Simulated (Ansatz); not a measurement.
C₂H₆SSi (`C1CS[SiH2]1`), 10 atoms. Charge 0, multiplicity 1. All runs use 2 threads of an Arm Neoverse V1 on a shared host. Correlated methods freeze the cores.

Problem. How many basis functions does each run have, and how long does it take in Ansatz? RKS ωB97M-V/def2-QZVPP energy; RKS SPW92 (LDA)/def2-TZVPP energy; RHF-CCSD(T)/def2-TZVPP energy; RKS PBE0-D4/def2-QZVPP energy; RKS PBE0-D4/def2-TZVP frequencies; RKS ωB97M-V/def2-SVP energy; RKS LC-ωPBE/def2-TZVPP energy; RKS r2SCANh-D4/def2-TZVPP energy; direct RPA on PBE orbitals/def2-TZVPP energy; RHF-CCSD(T)/def2-SVP energy; RKS PBE0-D4/def2-SVP energy; RKS CAM-B3LYP-D4/def2-TZVPP energy. (Best estimate.)

Solution. Computed: Other jobs shared the machine, so times are rough.

```json
{"level": "RKS PBE0-D4/def2-SVP", "job": "energy", "functions": "94", "wall time": "1.4 s", "peak host memory (GiB)": "0.53"}
{"level": "RKS SPW92 (LDA)/def2-TZVPP", "job": "energy", "functions": "230", "wall time": "1.9 s", "peak host memory (GiB)": "0.28"}
{"level": "RHF-CCSD(T)/def2-SVP", "job": "energy", "functions": "94", "wall time": "4 s", "peak host memory (GiB)": "0.53"}
{"level": "RKS LC-ωPBE/def2-TZVPP", "job": "energy", "functions": "230", "wall time": "4.2 s", "peak host memory (GiB)": "0.53"}
{"level": "RKS CAM-B3LYP-D4/def2-TZVPP", "job": "energy", "functions": "230", "wall time": "5.5 s", "peak host memory (GiB)": "0.59"}
{"level": "RKS ωB97M-V/def2-SVP", "job": "energy", "functions": "94", "wall time": "6.5 s", "peak host memory (GiB)": "0.53"}
{"level": "direct RPA on PBE orbitals/def2-TZVPP", "job": "energy", "functions": "230", "wall time": "8 s", "peak host memory (GiB)": "0.53"}
{"level": "RKS r2SCANh-D4/def2-TZVPP", "job": "energy", "functions": "230", "wall time": "9 s", "peak host memory (GiB)": "0.54"}
{"level": "RKS PBE0-D4/def2-QZVPP", "job": "energy", "functions": "434", "wall time": "15 s", "peak host memory (GiB)": "1.3"}
{"level": "RKS ωB97M-V/def2-QZVPP", "job": "energy", "functions": "434", "wall time": "35 s", "peak host memory (GiB)": "1.6"}
{"level": "RHF-CCSD(T)/def2-TZVPP", "job": "energy", "functions": "230", "wall time": "2 min", "peak host memory (GiB)": "3.7"}
{"level": "RKS PBE0-D4/def2-TZVP", "job": "frequencies", "functions": "172", "wall time": "3.6 min", "peak host memory (GiB)": "0.53"}
```

LC-ωPBE has ω = 0.4 bohr⁻¹.
